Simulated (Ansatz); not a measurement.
`[OH][InH][OH]` + HCl → `[OH][InH][Cl]` + H₂O at 700 K and 1 bar (ligand exchange at the In–O bond).

Isolated molecules relaxed with PBE0-D4/def2-TZVP in Ansatz; ΔE leaves out vibrations. CCSD(T)/CBS is the MP2 limit (def2-TZVPP, def2-QZVPP) plus CCSD(T) − MP2 in def2-TZVPP, frozen cores. This one scheme is used for every species. def2 core potentials past Kr. For In outer-core shells are correlated without core-valence functions, which leaves a few kJ/mol of doubt a bond. Each species was taken in one conformer, which may not be the lowest.

```csv
species,CCSD(T)/CBS energy (Eh),H − E (kJ/mol),S (J/(mol·K))
`[OH][InH][OH]`,-341.99218,139.3,389.5
HCl,-460.38127,38.4,211.8
`[OH][InH][Cl]`,-726.02900,102.6,384.1
H₂O,-76.37941,80.5,218.4
```

H − E and S are ideal-gas, rigid-rotor, harmonic terms from PBE0-D4/def2-TZVP, for one conformer and one mirror image of each species. 1 Eh = 2625.50 kJ/mol, R = 8.31446 J/(mol·K).

By hand: ΔE, ΔH, ΔS and ΔG.

ΔE = (-726.02900) + (-76.37941) − (-341.99218) − (-460.38127) = -0.03496 Eh = -91.8 kJ/mol. Δ(H − E) = 102.6 + 80.5 − 139.3 − 38.4 = 5.4, so ΔH = -86.4 kJ/mol. ΔS = 384.1 + 218.4 − 389.5 − 211.8 = 1.2 J/(mol·K). ΔG = -86.4 − 700 × (1.2)/1000 = -87.2 kJ/mol.

By hand: the equilibrium constant, and the temperature at which ΔG would vanish if ΔH and ΔS stayed fixed.

log₁₀ K = −ΔG/(RT ln 10) = 6.5. ΔH and −TΔS have one sign here, so there is no such temperature.

The number of gas molecules stays the same, so ΔS is small and ΔH decides. A doubt of 5 kJ/mol in ΔE shifts log₁₀ K by 0.4 here. Other conformers and mirror images would add mixing entropy, several J/(mol·K) or more a flexible species. These are equilibria of isolated gas molecules and say nothing of rates. Largest T1 diagnostic: 0.017 (customary marks: 0.02 for closed shells, 0.045 for open ones).

ΔS is within the doubt of such terms, so its sign, and with it that verdict, could turn.
